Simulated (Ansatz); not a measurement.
## A van 't Hoff estimate for GeH2(CH3)Br + C5H7N ⇌ GeH2(CH3)2 + C4H4BrN

Gas-phase species: GeH2(CH3)Br, singlet; C5H7N (2-methyl-1H-pyrrole) `Cc1ccc[nH]1`, singlet; GeH2(CH3)2, singlet; C4H4BrN `Brc1ccc[nH]1`, singlet. The partners trade Br for CH3: Ge–Br and C–CH3 bonds give way to Ge–CH3 and C–Br.

The electronic reaction energy at CCSD(T)/def2-TZVPP is +125.0 kJ/mol. Shapes: PBE0-D4/def2-TZVP. Programs: Ansatz 0.2.0. Enthalpy and entropy come from rigid-rotor, harmonic-oscillator sums on unscaled PBE0-D4/def2-TZVP wavenumbers, ideal gases at 1 bar. Symmetry numbers: GeH2(CH3)Br 1, C5H7N 1, GeH2(CH3)2 2, C4H4BrN 1. R = 8.3145 J/(mol K).

```
T (K)  ΔH (kJ/mol)  ΔS (J/(mol K))
  700       +121.8            -1.4
 1000       +122.6            -0.4
 1300            ?               ?
```

Q: Work out ln K at 700 and 1000 K, and from these estimate it at 1300 K.

A: 
1. 700 K: ΔG = +121.8 − 700 × (-1.4)/1000 = +122.8 kJ/mol; ln K = −ΔG/RT = -21.10.
2. 1000 K: ΔG = +122.6 − 1000 × (-0.4)/1000 = +123.0 kJ/mol; ln K = −ΔG/RT = -14.79.
3. Slope against 1000/T: (-14.79 − (-21.10))/(1.0000 − 1.4286) = -14.72, that is −ΔH/R with ΔH near +122 kJ/mol.
4. 1300 K: ln K = -21.10 + (-14.72) × (0.7692 − 1.4286) = -11.39.

The full sums give ΔH = +123.2 kJ/mol, ΔS = +0.1 J/(mol K), ΔG = +123.1 kJ/mol and ln K = -11.39 at 1300 K, so the line is off by 0.00 in ln K; without rounding the miss is -0.02, from the change of ΔH with temperature. The reactants are favoured over this whole range. An error of 10 kJ/mol in the energy moves ln K by 0.9 at 1300 K. Soft modes are treated as harmonic, which can err either way at these temperatures; the lowest are those of GeH2(CH3)Br (134 cm⁻¹), C5H7N (106 cm⁻¹), GeH2(CH3)2 (126 cm⁻¹), C4H4BrN (199 cm⁻¹). Other reactions of these species are left aside. Relativity is left out for Br, Ge. Outer-core shells of Br, Ge are correlated, in sets that cover them unevenly.
